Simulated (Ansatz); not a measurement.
A structure relaxed at PBE0-D4/def2-TZVP in Ansatz, charge 0, doublet:

```xyz
3

V     0.2726    1.3596    0.3973
Te    1.2037   -0.8717   -0.4616
Te   -1.4763   -0.4879    0.0642
```

Question: Give its formula and point group.

Answer: VTe2. Point group C2v (tolerance 0.1 Å).

Question: Summarise the bond lengths by kind (pairs closer than 1.2 times the sum of covalent radii, bridged metal pairs left out).

Answer: 2 × Te–V 2.57 Å; 1 × Te–Te 2.76 Å. The metal has 2 neighbours: Te 2.57 Å, Te 2.57 Å.

In the def2 sets Te takes a core potential; there is no spin–orbit coupling. The charge 0 doublet is spin-contaminated (final ⟨S²⟩ up to 1.76, 0.75 for a pure state). At PBE0-D4/def2-TZVP a quartet of charge 0 lies 0.90 eV below the doublet, each at its own geometry. The structure comes from a short search, and lower isomers may exist.
